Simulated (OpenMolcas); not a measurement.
**What dynamic correlation does to the levels of Lu⁺**

```json
{"Program": "OpenMolcas 26.06", "Basis": "ANO-RCC-VTZP [8s7p5d3f2g1h]", "Scalar Hamiltonian": "DKH2, point nucleus", "Active space": "2 electrons in 6 orbitals (5d 6s)", "State averaging": "2S+1 = 3 even, 15 roots; 2S+1 = 1 even, 20 roots", "Spin-orbit coupling": "RASSI with atomic mean-field integrals over the reference wave functions, term energies averaged over their components"}
```

Methods on the same reference wave functions:
A. CASSCF
B. SS-CASPT2, IPEA 0.25 Eh, imaginary shift 0.1 Eh (closed shells correlated: 5s 5p)
C. MS-CASPT2, IPEA 0.25 Eh, imaginary shift 0.1 Eh (closed shells correlated: 5s 5p)

Energies in cm⁻¹ above 6s² ¹S₀, the measured ground level; measured values from NIST Handbook of Basic Atomic Spectroscopic Data.

```tsv
Level	A	B	C	Measured
6s² ¹S₀	0.0	0.0	0.0	0.0
5d 6s ³D₁	9174	11850	11850	11796
5d 6s ³D₂	9943	12560	12520	12435
5d 6s ³D₃	11586	14260	14260	14199
5d 6s ¹D₂	16243	17450	17170	17333
5d² ³F₂	26468	29760	29730	29407
5d² ³F₃	28039	31440	31440	30889
5d² ³F₄	29853	33230	33230	32504
5d² ³P₀	34741	37020	37020	35652
5d² ³P₁	35218	37500	37500	36557
5d² ¹G₄	37893	40040	40040
```

Deviations, from unrounded energies. A percentage is the sum of absolute deviations over the sum of measured energies, with the sign that they share, or ± where signs differ.

```tsv
Against measurement	Levels	A	B	C
mean absolute deviation (cm-1)	9	2200	480	480
other configurations (%)	9	-8.8	+2.0	±1.9
```

B, C lie about equally close to measurement and A furthest from it. The largest miss of C in the table is 5d² ³P₀, by +1400 cm-1. The ranking rests on the paired levels alone, and a cruder setting can come out closer through cancelling errors.

Between B and C the level of the table that moves most is 5d 6s ¹D₂, by 280 cm-1 (lowest in C, highest in B). Moves below CASPT2's spread within the term are not significant.

The two smallest mean deviations differ by little beside CASPT2's spread within terms, so their order carries little weight.

The lowest spin-free term lies below A's lowest term by 0.210 hartree in B, 0.210 hartree in C.

CASPT2 breaks the degeneracy within a term, and the mean is taken; among the terms shown or strongly mixed into the levels shown the widest spread is 370 cm-1 (5d² ¹G, C). A single d shell beside an s shell can misplace configurations of different d count against each other. Without dynamic correlation excited terms often stand tens of per cent too high (terms of higher spin than the ground term too low), and those without a measured partner can miss by more than the paired ones (holds for A). Measured partners are found by configuration, term and J. A level has none where our copy of the source lacks it or the pairing is in doubt (some pairs that miss far off the trend of their configuration count as doubtful), and it then counts in no deviation. Levels of configurations outside the active space are missing. Levels that lie high or do not pair safely by name in every column are left out.
